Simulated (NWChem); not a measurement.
System: GaPH4; SMILES [PH2][GaH2]

Here is an NWChem input.

```
start job
memory heap 200 mb stack 900 mb global 1100 mb
geometry units angstroms noautoz
  Ga     0.044437     0.858943     0.010112
  H     -1.342908     1.585462     0.221857
  H      1.364580     1.678657    -0.277925
  P      0.104572    -1.471691    -0.094249
  H     -0.754239    -1.680733     1.021996
  H      1.316558    -1.611235     0.639614
end
basis spherical
  * library def2-svp
end
dft
  xc xpbe96 cpbe96
  iterations 150
  vectors input atomic output neutral.movecs
end
task dft energy
charge 1
dft
  odft
  mult 2
  vectors input atomic output cation.movecs
end
task dft energy
```

All runs use the structure optimised with B3LYP/6-31G* (spherical d).

Ions are spin-unrestricted doublets at the neutral geometry; other ion states weren't tried.

**Question.** Predict the main results of this run. (PBE/def2-SVP, vertical spin-unrestricted ions.) Quantities: vertical ionisation energy, ΔSCF (eV); −ε(HOMO) (eV).

**Answer.** The vertical ionisation energy, ΔSCF (eV) is 9.27 and the −ε(HOMO) (eV) is 6.15.
